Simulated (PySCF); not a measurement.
# Assigning NMR signals

Cartesian coordinates in Å; atom numbers follow the order of the lines, from 1:
```xyz
19

C     2.5488    0.3216   -0.2287
C     1.0539    0.2978   -0.1404
C     0.3293    1.3979    0.0623
Si   -1.5359    1.4128    0.1678
C    -1.9903   -0.4395   -0.0662
F    -2.2013   -0.7145   -1.4131
C    -0.8562   -1.3245    0.4194
Cl   -0.6572   -0.9833    2.1569
C     0.4551   -1.0734   -0.3149
H     2.9788   -0.2180    0.6154
H     2.9279    1.3399   -0.2189
H     2.8812   -0.1716   -1.1417
H     0.8546    2.3381    0.1692
H    -2.1639    2.1319   -0.9420
H    -2.0382    1.8606    1.4687
H    -2.9221   -0.7209    0.4345
H    -1.1202   -2.3846    0.3386
H     0.2614   -1.2393   -1.3807
H     1.1844   -1.8216    0.0064
```

Non-relativistic Hamiltonian, single conformer, isolated molecule, one averaged value for each set of equivalent atoms. GFN2-xTB structure; shielding tensors at PBE0/pcSseg-1 (GIAO); PySCF 2.14.

Scale: $^{13}$C (σref 186.93), $^{1}$H (σref 31.72) vs TMS (reference shieldings calculated alike).

(1) Assign these signals to the numbered atoms. $^{13}$C{$^{1}$H} NMR (computed): δ 163.1, 117.9, 86.0, 61.4, 37.8, 33.4.

(2) Assign these signals to the numbered atoms. $^{1}$H NMR (400 MHz, computed): δ 5.87 (m, 1H), 5.02 (m, 1H), 4.61 (m, 1H), 4.48 (m, 1H), 4.24 (m, 1H), 2.95 (m, 1H), 2.21 (m, 1H), 2.01 (s, 3H).

Results:

(1) 
163.1 → C2, fully substituted alkene carbon: an sp2 carbon of a C=C bond
117.9 → C3, alkene CH: the olefinic region
86.0 → C5, sp3 CH bonded to F and Si: deshielded by the electronegative neighbour
61.4 → C7, sp3 CH bonded to Cl: pulled downfield by the heteroatom
37.8 → C9, allylic sp3 CH2: saturated and bonded to C and H only
33.4 → C1, allylic methyl carbon: aliphatic region, no heteroatom directly attached

(2) 
| δ (ppm) | atoms | environment | reason |
| --- | --- | --- | --- |
| 5.87 | H13 | hydrogen on an alkene CH | attached to an sp2 carbon and in the plane of the double bond |
| 5.02 | H16 | hydrogen on an sp3 CH bonded to F and Si | its carbon carries F, which withdraws density |
| 4.61 | H15 | hydrogen on a silicon bonded to 2 C, in a 6-membered ring | – |
| 4.48 | H17 | hydrogen on an sp3 CH bonded to Cl | its carbon carries Cl, which withdraws density |
| 4.24 | H14 | hydrogen on a silicon bonded to 2 C, in a 6-membered ring | – |
| 2.95 | H18 | hydrogen on an allylic sp3 CH2 | allylic position |
| 2.21 | H19 | hydrogen on an allylic sp3 CH2 | – |
| 2.01 | H10/H11/H12 | hydrogen on an allylic methyl carbon | allylic position |

Carbons that carry Cl, above all several Cl atoms, come out too deshielded, partly because spin–orbit coupling is missing. Splittings by $^{19}$F in the carbon and heteronuclear signals aren't shown, as no couplings were computed. Shifts are as computed. Against solution values, carbons near 30 ppm lie about +3 ppm off and those near 130 ppm about +5 ppm; carbons on Cl a further +6 ppm. Of 1211 compounds with measured shifts, 218 miss one by over three times the rms of a fit or turn the order of signals round; such compounds aren't used in these exercises. Multiplicities follow the n + 1 count of equivalent neighbours, as no J values were calculated; m marks all less simple cases, F and P coupling included.
